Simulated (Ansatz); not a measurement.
`[NH2][Al]([Cl])[Br]` + H–F → `[NH2][Al]([F])[Br]` + HCl at 500 K and 1 bar (ligand exchange at the Al–Cl bond).

Calculated with Ansatz (gas phase, PBE0-D4/def2-TZVP geometries, no zero-point term in ΔE). CBS: MP2 limit from def2 TZ/QZ plus the TZ coupled-cluster correction, frozen cores. This one scheme is used for every species. For Br outer-core shells are correlated without core-valence functions, which leaves a few kJ/mol of doubt a bond. Scalar relativity is left out up to krypton. Each species was taken in one conformer, which may not be the lowest.

```csv
species,CCSD(T)/CBS energy (Eh),H − E (kJ/mol),S (J/(mol·K))
`[NH2][Al]([Cl])[Br]`,-3331.20678,112.9,388.9
H–F,-100.39570,39.4,188.7
`[NH2][Al]([F])[Br]`,-2971.22802,114.2,375.8
HCl,-460.38127,32.5,201.9
```

H − E and S are ideal-gas, rigid-rotor, harmonic terms from PBE0-D4/def2-TZVP, for one conformer and one mirror image of each species. 1 Eh = 2625.50 kJ/mol, R = 8.31446 J/(mol·K).

Problem. By hand: ΔE, ΔH, ΔS and ΔG.

Solution. ΔE = (-2971.22802) + (-460.38127) − (-3331.20678) − (-100.39570) = -0.00681 Eh = -17.9 kJ/mol. Δ(H − E) = 114.2 + 32.5 − 112.9 − 39.4 = -5.6, so ΔH = -23.5 kJ/mol. ΔS = 375.8 + 201.9 − 388.9 − 188.7 = 0.1 J/(mol·K). ΔG = -23.5 − 500 × (0.1)/1000 = -23.6 kJ/mol.

Problem. By hand: the equilibrium constant, and the temperature at which ΔG would vanish if ΔH and ΔS stayed fixed.

Solution. log₁₀ K = −ΔG/(RT ln 10) = 2.5. ΔH and −TΔS have one sign here, so there is no such temperature.

The number of gas molecules stays the same, so ΔS is small and ΔH decides. A doubt of 5 kJ/mol in ΔE shifts log₁₀ K by 0.5 here. Other conformers and mirror images would add mixing entropy, several J/(mol·K) or more a flexible species. These are equilibria of isolated gas molecules and say nothing of rates. Largest T1 diagnostic: 0.009 (customary marks: 0.02 for closed shells, 0.045 for open ones).

ΔS is within the doubt of such terms, so its sign, and with it that verdict, could turn.
